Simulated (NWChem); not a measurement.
System: AlCl₂, doublet; SMILES [Cl][Al][Cl]

```xyz
3

Al     0.0000     0.0000     0.7738
Cl     1.8385     0.0000    -0.2958
Cl    -1.8385     0.0000    -0.2958
```
Atoms are numbered in this order, from 1.

Results from NWChem. Spin-unrestricted. Medium grid unless said otherwise, to which SCAN and Minnesota functionals are sensitive. In the optimisation the excess spin sits in a1 (C2v, its own frame). Coordinates come from a PBE-D3(BJ)/def2-SVP, spin-unrestricted optimisation. This spin state was assumed; another may lie lower. No stability test was run on the SCF state. Total energies of different functionals are on different scales.

```tsv
level	energy (Ha)	highest occupied level (eV)	lowest empty minus highest occupied level, either spin (eV)	dipole (D)	<S²>
B3LYP/def2-SVP	-1162.6069	-6.35	2.69	1.52	0.751
PBE/def2-SVP	-1162.0458	-5.56	(withheld)	1.34	0.752
N12/def2-SVP	-1162.4972	-5.20	0.56	1.22	0.752
LC-BLYP (range parameter 0.33 per bohr)/def2-SVP	-1161.9022	-8.66	7.03	1.55	0.752
BHandHLYP/def2-SVP	-1162.5657	-7.51	4.85	1.76	0.752
M06-2X/def2-SVP	-1162.5282	-7.53	4.18	1.81	0.752
MPW1K/def2-SVP	-1162.6105	-7.50	4.76	1.81	0.752
RPBE/def2-SVP	-1162.4438	-5.55	1.51	1.36	0.752
```

Problem. What belongs in the gaps?

Solution. 
- PBE/def2-SVP, lowest empty minus highest occupied level, either spin (eV): 1.45
